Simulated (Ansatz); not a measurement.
Geometry optimisation, RKS PBE0-D4/def2-SVP in Ansatz 0.2.0.

Input:

```yaml
crystal:
  periodic: [false, false, false]
  atoms:
    - { symbol: C, position_ang: [-1.03957, 0.42299, -0.98601] }
    - { symbol: Sb, position_ang: [0.08028, 0.24988, 0.66317] }
    - { symbol: O, position_ang: [1.25215, -1.18132, 0.33473] }
    - { symbol: H, position_ang: [-1.28141, -0.5241, -1.46409] }
    - { symbol: H, position_ang: [-1.82, 1.17473, -0.98629] }
    - { symbol: H, position_ang: [1.02853, 1.42043, 1.39261] }
    - { symbol: H, position_ang: [1.78002, -1.56261, 1.04589] }
total_charge: 1
basis:
  gaussian: { orbitals: def2-SVP }
hamiltonian:
  xc: pbe0
  dispersion: d4
relax:
  f_tol: 0.02
  max_steps: 50
output:
  orbitals: {}
```

Launched with:

```bash
$ ansatz run input.yaml --threads 1 --pin off --max-ram 2048MiB --backend cpu --events-out ev --progress --plain --runs-dir out
```

Where does it end, and by what steps?

The run converged. Limits of this set-up: the dipole of an ion depends on the origin. After 12 steps the energy has fallen by 0.155 eV; H6 moved furthest, 0.40 Å.

```
step  energy less start (eV)  largest force component (eV/Å)  accepted
   0                  0.0000                           1.208       yes
   1                 -0.0487                           1.011       yes
   2                 -0.0650                           1.470       yes
   3                 -0.1107                           0.444       yes
   4                 -0.1273                           0.271       yes
   5                 -0.1279                           0.721       yes
   6                 -0.1429                           0.640       yes
   7                 -0.1124                           0.641        no
   8                 -0.1537                           0.142       yes
   9                 -0.1526                           0.202        no
  10                 -0.1551                           0.040       yes
  11                 -0.1537                           0.053        no
  12                 -0.1553                           0.010       yes
```

```xyz
7
Properties=species:S:1:pos:R:3
C -1.026 0.386 -0.852
Sb 0.068 0.159 0.820
O 1.500 -1.070 0.369
H -1.209 -0.476 -1.511
H -1.764 1.200 -0.903
H 0.847 1.634 1.113
H 1.584 -1.833 0.963
```

Whether the end is a true minimum wasn't checked by a vibrational analysis.

Run time: 36 s on 1 CPU thread of a shared host.
